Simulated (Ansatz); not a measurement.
Reaction: SiH2F2 (SMILES F[SiH2]F) → SiH2F (SMILES F[SiH2], doublet) + F (doublet) (the F-Si bond breaks)
Each species at its own B3LYP-D3(BJ)/def2-TZVP minimum (Ansatz, a program for electronic structure).

Total energies in hartree (Ansatz). Open shells are spin-unrestricted; no spin-orbit coupling. Cores are frozen in correlated methods. No relativity.

```tsv
species	HF/cc-pV(T+d)Z	CCSD(T)/cc-pV(T+d)Z	HF/cc-pV(Q+d)Z	CCSD(T)/cc-pV(Q+d)Z	CCSDT(Q)/cc-pV(T+d)Z
1: SiH2F2 (difluorosilane, SMILES F[SiH2]F)	-489.20547	-489.86307	-489.22975	-489.94399	-489.86402
2: SiH2F (SMILES F[SiH2], doublet)	-389.60431	-389.98995	-389.61844	-390.03521	-389.99088
3: F (doublet)	-99.40552	-99.62036	-99.41377	-99.65026	-99.62061
```

Problem. Work out the bond dissociation energy (electronic) in kcal/mol: take Hartree-Fock from cc-pV(Q+d)Z, extrapolate the CCSD(T) correlation energy as X^-3 (X = 3, 4), and add CCSDT(Q) - CCSD(T) in cc-pV(T+d)Z. 1 hartree = 627.51 kcal/mol.

Solution. 
Species 1: correlation (64·(-0.71424) - 27·(-0.65760))/37 = -0.75557; step -0.00095; E1 = -489.22975 + (-0.75557) + (-0.00095) = -489.98627
Species 2: correlation (64·(-0.41677) - 27·(-0.38564))/37 = -0.43949; step -0.00093; E2 = -389.61844 + (-0.43949) + (-0.00093) = -390.05886
Species 3: correlation (64·(-0.23649) - 27·(-0.21484))/37 = -0.25229; step -0.00025; E3 = -99.41377 + (-0.25229) + (-0.00025) = -99.66631
-1·E1 +1·E2 +1·E3 = 0.26110 hartree = 163.8 kcal/mol.
